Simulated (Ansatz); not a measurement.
Ansatz (an electronic-structure program) input (CCSD(T)/def2-SVPD):

Ansatz 0.2 input:
```yaml
crystal:
  periodic: [false, false, false]
  atoms:
    - {symbol: N, position_ang: [0.00699676, -0.00216503, -1.71615934]}
    - {symbol: H, position_ang: [0.81714496, -0.48347954, -2.09539363]}
    - {symbol: H, position_ang: [-0.81214675, -0.46249635, -2.10206270]}
    - {symbol: H, position_ang: [0.02067820, 0.93803076, -2.10043413]}
    - {symbol: Li, position_ang: [-0.00135659, 0.00041977, 0.33274250]}
    - {symbol: F, position_ang: [-0.00784266, 0.00242678, 1.92364204]}
basis:
  gaussian:
    orbitals: def2-SVPD
magnetization: {spin_polarized: false}
correlation: {method: ccsd_t, electrons: outside_noble_gas}
output: {forces: true}
```

Output:

```
Functional definition: HF
integrals: 0.07 GiB planned
819 factors; integrals over basis functions are off by at most 1.0e-3 eV
mean field: 0.16 GiB planned
mean field evaluation 1: about -4433.2665 eV, gradient 4.5e1 eV
mean field evaluation 2: about -4433.2676 eV, gradient 4.5e1 eV
mean field evaluation 4: about -4436.9851 eV, gradient 2.2e0 eV
mean field evaluation 8: about -4437.0016 eV, gradient 1.7e-4 eV
mean field evaluation 16: about -4436.9997 eV, gradient 1.8e-1 eV
mean field -4437.00155305 eV, -163.0567995670 hartree, gradient 1.7e-6 eV, S^2 0.000000; 0 other end points of the search recorded, 0 dependent functions left out
3 core orbitals not correlated
reference -4437.00155305 eV, -163.0567995670 hartree; 8, 8 occupied and 68, 68 virtual orbitals, 819 factors
densities: 0.31 GiB planned
second order -11.35428785 eV of doubles, -0.00000000 eV of singles
coupled cluster: 0.23 GiB planned
cycle   1  -11.42756370 eV  change   -7.3e-2 eV  update   8.9e-2
cycle   2  -11.67053476 eV  change   -2.4e-1 eV  update   2.7e-2
cycle   3  -11.75051411 eV  change   -8.0e-2 eV  update   1.5e-2
cycle   4  -11.75161604 eV  change   -1.1e-3 eV  update   3.5e-3
cycle   5  -11.74853777 eV  change    3.1e-3 eV  update   1.7e-3
cycle   6  -11.74831785 eV  change    2.2e-4 eV  update   5.4e-4
cycle   7  -11.74840626 eV  change   -8.8e-5 eV  update   2.2e-4
cycle   8  -11.74837819 eV  change    2.8e-5 eV  update   8.1e-5
cycle   9  -11.74835543 eV  change    2.3e-5 eV  update   2.4e-5
cycle  10  -11.74836217 eV  change   -6.7e-6 eV  update   9.9e-6
perturbative correction -0.26201621 eV, -0.0096289182 hartree
the calculation of the forces begins
Total energy: -4449.01193143 eV, -163.4981728315 hartree
Atom 0 at     0.006997    -0.002165    -1.716159 Å, force    -0.000879     0.000272     0.215425 eV/Å
Atom 1 at     0.817145    -0.483480    -2.095394 Å, force     0.208521    -0.123830    -0.143452 eV/Å
Atom 2 at    -0.812147    -0.462496    -2.102063 Å, force    -0.210459    -0.118434    -0.145167 eV/Å
Atom 3 at     0.020678     0.938031    -2.100434 Å, force     0.003706     0.241717    -0.144748 eV/Å
Atom 4 at    -0.001357     0.000420     0.332742 Å, force     0.001492    -0.000462    -0.365920 eV/Å
Atom 5 at    -0.007843     0.002427     1.923642 Å, force    -0.002380     0.000737     0.583863 eV/Å
Dipole moment:     0.007602    -0.002352    -1.864569 e Å
```
